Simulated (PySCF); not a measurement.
Input file for PySCF: R-B3LYP/3-21G on H4OSi2 (SMILES O[Si][SiH3]), a point of a torsion scan.

```python
from pyscf import gto, scf, dft, mp
from pyscf.data.elements import chemcore

mol = gto.M(
    atom='''
    O     2.29055159   -0.25510950    0.01798634
    Si    0.95639391   -1.18946949   -0.00630457
    Si   -0.96111344    0.06324258   -0.01080509
    H     2.38898191    0.69761868   -0.00022562
    H    -1.21134617    1.47366779   -0.37334152
    H    -1.53497061   -0.04491599    1.34512266
    H    -1.89084284   -0.68408854   -0.87809497
    ''',
    basis='3-21g',
    charge=0, spin=0, verbose=3, max_memory=1800)
mf = dft.RKS(mol, xc='b3lyp')
mf.conv_tol = 1e-8
mf.max_cycle = 100
mf.kernel()
if not mf.converged:
    mf = mf.newton().run(mf.mo_coeff, mf.mo_occ)
```

### Question
What total energy does the run end on?

### Answer
-653.1139 hartree.
